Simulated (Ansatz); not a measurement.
Computed with Ansatz on PBE0-D4/def2-TZVP structures; ΔE is electronic, products minus reactants. CCSD(T)/CBS is the MP2 limit (def2-TZVPP, def2-QZVPP) plus CCSD(T) − MP2 in def2-TZVPP, frozen cores. This one scheme is used for every species. DFT in def2-TZVPP. B3LYP here is the variant with VWN-RPA as its local correlation; programs differ in this. HSE06 is defined as in plane-wave codes. For Ga, Se outer-core shells are correlated without core-valence functions, which leaves a few kJ/mol of doubt a bond. Scalar relativity is left out up to krypton. Each species was taken in one conformer, which may not be the lowest.

Consider the ligand exchange at a B–Cl bond: `[F][GaH][B](S)Cl` + H₂Se → `[F][GaH][B](S)[SeH]` + HCl.

`[F][GaH][B](S)Cl`:

```xyz
7

F    -1.067    1.748    0.398
Ga    0.416    1.116   -0.358
B     0.379   -0.958   -0.103
S    -1.017   -1.642    0.753
Cl    1.627   -2.044   -0.676
H     1.297    2.243   -0.978
H    -1.634   -0.463    0.964
```

H₂Se:

```xyz
3

Se   -0.432    0.283   -0.449
H    -0.460    0.058    1.000
H     0.892   -0.341   -0.551
```

`[F][GaH][B](S)[SeH]`:

Z-matrix (Å, degrees):
```
Ga
B 1 2.075
F 1 1.778 2 108.6
H 1 1.562 2 138.9 3 -180.0
Se 2 1.928 1 124.7 3 -179.9
S 2 1.781 1 117.1 3 0.1
H 5 1.469 2 96.1 1 0.0
H 6 1.347 2 96.7 1 -0.0
```

HCl:

Cartesian coordinates in Å:
```
Cl 0.486 0.071 0.409
H -0.486 -0.071 -0.409
```

Is it downhill or uphill in electronic energy at CCSD(T)/CBS, and by how much? (An estimate is asked.)

The calculation gave: Uphill: ΔE = +1.1 kcal/mol.

What do these levels give: r2SCAN-D4, B97M-V, BHLYP-D4, CAM-B3LYP-D4, PBE-QIDH, B3LYP, r2SCANh, HSE06, MP2/def2-SVP, MP2/def2-TZVPP, HF/def2-QZVPP, MP2/def2-QZVPP? (Estimate.)

Computed: r2SCAN-D4 2.1, B97M-V 3.1, BHLYP-D4 2.6, CAM-B3LYP-D4 3.4, PBE-QIDH 1.5, B3LYP 3.7, r2SCANh 2.3, HSE06 2.2, MP2/def2-SVP 3.5, MP2/def2-TZVPP 0.6, HF/def2-QZVPP 4.9, MP2/def2-QZVPP 0.5 kcal/mol.

Largest T1 diagnostic among the species: 0.015.

In def2-TZVPP, CCSD(T) changes the Hartree–Fock value by −3.5 kcal/mol (the triples alone add −0.4 kcal/mol) and MP2 by −4.2 kcal/mol. At CCSD(T), def2-SVP lies +3.2 kcal/mol from the extrapolated value and def2-TZVPP +0.1 kcal/mol. The D4 term adds −1.1 kcal/mol with B3LYP and −0.6 kcal/mol with PBE0; it sums over pairs of atoms, weighted by their polarisabilities, and B3LYP, whose exchange is more repulsive, gets the larger term.
